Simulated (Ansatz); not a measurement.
silicon monosulfide (SSi), singlet, geometry from GFN2-xTB; MP2/aug-cc-pVDZ (Ansatz, a program for electronic structure).

The Ansatz input:
Ansatz 0.2 input:
```yaml
crystal:
  periodic: [false, false, false]
  atoms:
    - {symbol: Si, position_ang: [-0.00000000, -0.00000000, -1.06660351]}
    - {symbol: S, position_ang: [0.00000000, 0.00000000, 0.93327807]}
basis:
  gaussian:
    orbitals: aug-cc-pVDZ
magnetization: {spin_polarized: false}
correlation: {method: mp2}
```

Q: Predict the main parts of the log of this Ansatz run.

A: 
```
Functional definition: HF
560 factors; integrals over basis functions are off by at most 6.5e-4 eV
mean field evaluation 1: about -18678.6771 eV, gradient 1.9e1 eV
mean field evaluation 2: about -18678.6775 eV, gradient 1.9e1 eV
mean field evaluation 4: about -18680.1122 eV, gradient 1.3e0 eV
mean field evaluation 8: about -18680.1266 eV, gradient 3.1e-4 eV
mean field -18680.12655517 eV, -686.4819890578 hartree, gradient 2.3e-6 eV, S^2 0.000000; 0 other end points of the search recorded, 0 dependent functions left out
10 core orbitals not correlated
reference -18680.12655517 eV, -686.4819890578 hartree; 5, 5 occupied and 39, 39 virtual orbitals, 560 factors
second order -5.92763759 eV of doubles, -0.00000000 eV of singles
Total energy: -18686.05419276 eV, -686.6998257213 hartree
```
